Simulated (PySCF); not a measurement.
From computed data to an observable: oscillator strength and radiative lifetime

silene (CH4Si), SMILES C=[SiH2].

Geometry optimised at r2SCAN-D4/def2-TZVP.

TDDFT-PBE/def2-TZVPD (PySCF) puts the first singlet state with f over 0.02 at 4.98 eV (vertical), with the transition dipole (0.000, 0.000, -1.339) in atomic units.

Find the oscillator strength, the wavelength and the radiative lifetime that this transition would have in vacuum if emission retraced absorption.


|μ|² = 1.7929 au, so |μ| = 3.40 D. ΔE = 4.98/27.211 = 0.1830 hartree. f = (2/3) ΔE |μ|² = 0.219 (the program prints 0.219).
λ = 1239.84/4.98 = 249 nm; ν = 40166 cm⁻¹.
Einstein's coefficient A = 0.6670 ν² f s⁻¹ (ν in cm⁻¹) = 2.4e8 s⁻¹, so τ = 1/A = 4.2 ns. This state is S1. The figure is the radiative limit of this one transition; relaxation, internal conversion, crossing to triplets and a medium change what is measured.
